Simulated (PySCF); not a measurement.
How methods differ on the excitation energy of Pb+

Pb+ [Xe] 4f14 5d10 6s2 6p1 (2P) → Pb+ [Xe] 4f14 5d10 6s2 6d1 (2D), as a difference of total energies. Computed with PySCF 2.14 in aug-cc-pVTZ-PP with one added diffuse shell each of d, f type with ECP60MDF (6s5p5d3f, 67 functions), with a scalar-relativistic core potential. Correlated levels: valence: 5s2 5p6 5d10 frozen. The calculations carry no spin-orbit coupling.

```csv
method,excitation energy (eV),error (eV)
UHF,7.432,+0.007
MP2 (valence),7.377,-0.048
SCS-MP2 (valence),7.389,-0.036
CCSD (valence),7.185,-0.240
CCSD(T) (valence),7.138,-0.287
```

Reference: 7.425 eV (measured; NIST levels, between the centres of gravity of the two terms).

Errors of the correlated levels include the incompleteness of this basis and the frozen core.

The coupled-cluster amplitudes are large for the upper state (T1 above 0.03 or a double amplitude above 0.15), so a single reference is strained.
